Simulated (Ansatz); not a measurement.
Cost and result for the atomization energy of trimethylantimony, C3H9Sb (13 atoms, 12 bonds).

Z-matrix (Å, degrees):
```
C
Sb 1 2.157
H 1 1.091 2 109.7
H 1 1.091 2 110.0 3 -120.4
H 1 1.091 2 109.7 3 119.3
C 2 2.157 1 94.6 3 72.9
C 2 2.157 1 94.6 3 167.9
H 6 1.091 2 109.7 1 -72.8
H 6 1.091 2 110.0 1 47.6
H 6 1.091 2 109.7 1 167.9
H 7 1.091 2 109.7 1 72.9
H 7 1.091 2 110.0 1 -47.5
H 7 1.091 2 109.7 1 -167.9
```

Charge 0, multiplicity 1. Correlated methods include outer-core shells of Sb, which these sets cover unevenly. Sb: def2 effective core potential. The geometry is a stationary point of PBE0-D4/def2-TZVP. Program: Ansatz. All runs use 4 threads of an Intel Xeon Platinum 8488C on a shared host. Times are those of one run each, without the atoms' runs, and a repeat can differ threefold. Electronic energies, without spin–orbit coupling; frozen cores. CCSD(T)/CBS adds CCSD(T) − MP2 in def2-TZVPP to the MP2 limit, and its time is that of the two runs behind it. T1 = 0.011. With those shells the extrapolation isn't a true limit. HSE06 is the plane-wave form, built on full-range PBE exchange.

CCSD(T)/CBS is a level of theory with its own doubt, some kJ/mol a heavy atom from the limit and from the frozen cores, so smaller differences don't rank the functionals.

```
                  level  functions  wall time
 LDA (SPW92)/def2-TZVPP        269        1 s
   revPBE-D4/def2-TZVPP        269      1.6 s
     BLYP-D4/def2-TZVPP        269      1.6 s
     PBE0-D4/def2-TZVPP        269      2.3 s
    BHLYP-D4/def2-TZVPP        269      2.4 s
    HSE06-D4/def2-TZVPP        269      2.6 s
CAM-B3LYP-D4/def2-TZVPP        269      2.7 s
    PBE-QIDH/def2-TZVPP        269      4.5 s
      B97M-V/def2-TZVPP        269      5.5 s
       CCSD(T)/def2-SVP        113      5.5 s
         MP2/def2-QZVPP        523       19 s
     CCSD(T)/def2-TZVPP        269    2.4 min
      CCSD(T)/CBS(def2)          –    2.7 min
```

Task: What atomization energy does each give, and how far from CCSD(T)/CBS? (An estimate is asked.)

Result: Computed: 
```tsv
level	atomization (kcal/mol)	difference from CCSD(T)/CBS	per bond
LDA (SPW92)/def2-TZVPP	1236.0	137.0	11.4
revPBE-D4/def2-TZVPP	1088.5	-10.5	-0.9
BLYP-D4/def2-TZVPP	1094.7	-4.3	-0.4
PBE0-D4/def2-TZVPP	1096.6	-2.4	-0.2
BHLYP-D4/def2-TZVPP	1074.8	-24.2	-2.0
HSE06-D4/def2-TZVPP	1096.8	-2.2	-0.2
CAM-B3LYP-D4/def2-TZVPP	1100.2	1.2	0.1
PBE-QIDH/def2-TZVPP	1087.0	-12.0	-1.0
B97M-V/def2-TZVPP	1099.6	0.6	0.0
CCSD(T)/def2-SVP	1033.2	-65.8	-5.5
MP2/def2-QZVPP	1088.0	-11.0	-0.9
CCSD(T)/def2-TZVPP	1072.3	-26.7	-2.2
CCSD(T)/CBS(def2)	1099.0	0.0	0.0
```

In def2-TZVPP, CCSD(T) changes the Hartree–Fock value by +263.4 kcal/mol (the triples alone add +13.7 kcal/mol) and MP2 by +263.3 kcal/mol; breaking electron pairs costs correlation energy, which Hartree–Fock lacks. At CCSD(T), def2-SVP lies −65.8 kcal/mol from the extrapolated value and def2-TZVPP −26.7 kcal/mol: correlation converges slowly with the basis, and small sets miss more of it in the bonded molecule than in its fragments. From PBE to PBE0 (25 % exact exchange), in def2-TZVPP and without D4, the atomization energy moves by −12.2 kcal/mol: exact exchange takes away binding that semilocal exchange gives to molecules.
